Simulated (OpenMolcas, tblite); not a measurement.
## How methods differ on InCNF2 (SMILES N#[C][In]([F])[F])

InCNF2 has 5 atoms, charge 0, and is taken as a singlet. SMILES: `N#[C][In]([F])[F]`. Geometry: relaxed at PBE0-D4/def2-TZVP.

```xyz
5

N     1.2980   -1.5922    1.5896
C     0.7249   -0.8903    0.8786
In   -0.3060    0.3723   -0.4003
F    -1.8721   -0.1548   -1.3755
F     0.2051    2.1914   -0.7337
```

Each level gives the electronic atomisation energy (eV). The values are calculated. Electronic energies at fixed atoms, without zero-point motion or spin-orbit coupling.

```json
{"level": "GFN1-xTB", "kind": "semi-empirical", "program": "tblite", "value (eV)": "24.13", "CPU time (all runs)": "3 s"}
{"level": "HF/def2-SVPD (core potential)", "kind": "Hartree–Fock", "program": "OpenMolcas", "value (eV)": "12.40", "CPU time (all runs)": "43 s"}
{"level": "SVWN5/def2-SVPD (core potential)", "kind": "LDA", "program": "OpenMolcas", "value (eV)": "23.70", "CPU time (all runs)": "82 s"}
{"level": "BLYP/def2-SVPD (core potential)", "kind": "GGA", "program": "OpenMolcas", "value (eV)": "20.00", "CPU time (all runs)": "2 min"}
{"level": "M06-L/def2-SVPD (core potential)", "kind": "meta-GGA", "program": "OpenMolcas", "value (eV)": "20.01", "CPU time (all runs)": "2.4 min"}
{"level": "PBE0/def2-SVPD (core potential)", "kind": "global hybrid", "program": "OpenMolcas", "value (eV)": "19.62", "CPU time (all runs)": "82 s"}
```

The values span 12.40 to 24.13 eV. Times are those of the runs behind each value, whatever else they computed, on shared processors of several kinds: orders of magnitude only.
